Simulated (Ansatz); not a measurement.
`C=CBC[SiH3]` + `SSS` → `[SiH3]CSSS` + `BC=C`  (substitution at a C–B bond)

Isolated molecules relaxed with PBE0-D4/def2-TZVP in Ansatz; ΔE leaves out vibrations. CBS: MP2 limit from def2 TZ/QZ plus the TZ coupled-cluster correction, frozen cores. DFT in def2-TZVPP. Each species was taken in one conformer, which may not be the lowest.

```tsv
species	B2PLYP energy (Eh)
`C=CBC[SiH3]`	-433.84540
`SSS`	-1195.44212
`[SiH3]CSSS`	-1525.30986
`BC=C`	-103.95558
```

**Question.** Work out ΔE.

**Answer.** ΔE = (-1525.30986) + (-103.95558) − (-433.84540) − (-1195.44212) = 0.02208 Eh = +58.0 kJ/mol. CCSD(T)/CBS gives +58.2 kJ/mol.

Largest T1 diagnostic among the species: 0.014.

The D4 term adds −4.2 kJ/mol with B3LYP and −2.2 kJ/mol with PBE0; it sums over pairs of atoms, weighted by their polarisabilities, and B3LYP, whose exchange is more repulsive, gets the larger term.

B3LYP here is the variant with VWN-RPA as its local correlation; programs differ in this.
